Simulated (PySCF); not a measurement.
**ScF₃: how level, basis and relativity move the structure**

Each row is its own optimisation.

Each entry is the lowest minimum that a search over a few typed start shapes (and spin states, where more than one is plausible) found, or that minimum re-optimised at the stated level; isomers with ligand–ligand bonds, or fragments after loss of a ligand pair, can lie lower. Open shells are unrestricted; no spin–orbit coupling; PySCF with density fitting.

| level | 2S+1 | point group | mean bond to Sc (Å) | highest ω (cm⁻¹) | gap (eV) | atomisation (kJ/mol) |
| --- | --- | --- | --- | --- | --- | --- |
| PBE0/def2-SVP (no relativity) | 1 | D3h | 1.822 | 775 | 8.51 | 1878 |
| B3LYP/def2-TZVP (no relativity) | 1 | D3h | 1.849 | 719 | 7.76 | 1870 |
| PBE/def2-TZVP (no relativity) | 1 | D3h | 1.851 | 705 | 5.56 | 1972 |
| PBE0/def2-TZVP (no relativity) | 1 | D3h | 1.838 | 730 | 8.57 | 1860 |

Across these levels the mean bond spreads over 0.029 Å and the highest wavenumber over 70 cm⁻¹; all give the same point group.

Levels that gave another bonding pattern or an unsound solution are left out.
